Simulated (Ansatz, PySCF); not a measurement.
C2H5BF2O, SMILES OCB(F)CF. Atoms are numbered in the order given.

```xyz
11

O     -2.3661     0.0426     0.1763
C     -1.1249     0.0428    -0.4965
B      0.1506     0.0200     0.4037
F      0.0160     0.1790     1.7263
C      1.6073    -0.1289    -0.1656
F      1.5994    -0.2669    -1.5483
H     -2.2483     0.5219     1.0065
H     -1.0102     0.9084    -1.1953
H     -1.0868    -0.8292    -1.1778
H      2.2275     0.7483     0.1078
H      2.1121    -1.0071     0.2848
```

Coordinates come from a r2SCAN-D4/def2-SVP optimisation. The structure was generated by enumeration, and PubChem lists no compound with its InChIKey, so it may never have been made. The values are those of a single conformer.

Two levels are set side by side: PBE-D3(BJ)/def2-SVP (Ansatz, a quantum-chemistry and plane-wave program) and r2SCAN-D4/def2-SVP (Ansatz). Each level has its own optimised geometry; the coordinates shown are those of the second. Frequencies come from the Hessian of PySCF at each geometry. Differences are taken from unrounded values.

```json
[
 {"quantity": "mean bond length (Å)", "r2SCAN-D4": "1.268", "PBE-D3(BJ)": "1.275", "PBE-D3(BJ) minus r2SCAN-D4": "0.007"},
 {"quantity": "bond O1–C2 (Å)", "r2SCAN-D4": "1.412", "PBE-D3(BJ)": "1.415", "PBE-D3(BJ) minus r2SCAN-D4": "0.003"},
 {"quantity": "bond C2–B3 (Å)", "r2SCAN-D4": "1.561", "PBE-D3(BJ)": "1.568", "PBE-D3(BJ) minus r2SCAN-D4": "0.006"},
 {"quantity": "bond B3–F4 (Å)", "r2SCAN-D4": "1.339", "PBE-D3(BJ)": "1.347", "PBE-D3(BJ) minus r2SCAN-D4": "0.009"},
 {"quantity": "bond B3–C5 (Å)", "r2SCAN-D4": "1.571", "PBE-D3(BJ)": "1.578", "PBE-D3(BJ) minus r2SCAN-D4": "0.007"},
 {"quantity": "bond C5–F6 (Å)", "r2SCAN-D4": "1.390", "PBE-D3(BJ)": "1.393", "PBE-D3(BJ) minus r2SCAN-D4": "0.004"},
 {"quantity": "bond O1–H7 (Å)", "r2SCAN-D4": "0.966", "PBE-D3(BJ)": "0.974", "PBE-D3(BJ) minus r2SCAN-D4": "0.009"},
 {"quantity": "bond C2–H8 (Å)", "r2SCAN-D4": "1.118", "PBE-D3(BJ)": "1.128", "PBE-D3(BJ) minus r2SCAN-D4": "0.009"},
 {"quantity": "bond C2–H9 (Å)", "r2SCAN-D4": "1.107", "PBE-D3(BJ)": "1.116", "PBE-D3(BJ) minus r2SCAN-D4": "0.009"},
 {"quantity": "bond C5–H10 (Å)", "r2SCAN-D4": "1.109", "PBE-D3(BJ)": "1.118", "PBE-D3(BJ) minus r2SCAN-D4": "0.009"},
 {"quantity": "bond C5–H11 (Å)", "r2SCAN-D4": "1.109", "PBE-D3(BJ)": "1.118", "PBE-D3(BJ) minus r2SCAN-D4": "0.009"},
 {"quantity": "highest harmonic wavenumber (cm⁻¹)", "r2SCAN-D4": "3823", "PBE-D3(BJ)": "3704", "PBE-D3(BJ) minus r2SCAN-D4": "-119"},
 {"quantity": "mean harmonic wavenumber (cm⁻¹)", "r2SCAN-D4": "1262", "PBE-D3(BJ)": "1226", "PBE-D3(BJ) minus r2SCAN-D4": "-36"},
 {"quantity": "zero-point energy (kcal/mol)", "r2SCAN-D4": "48.71", "PBE-D3(BJ)": "47.32", "PBE-D3(BJ) minus r2SCAN-D4": "-1.39"}
]
```
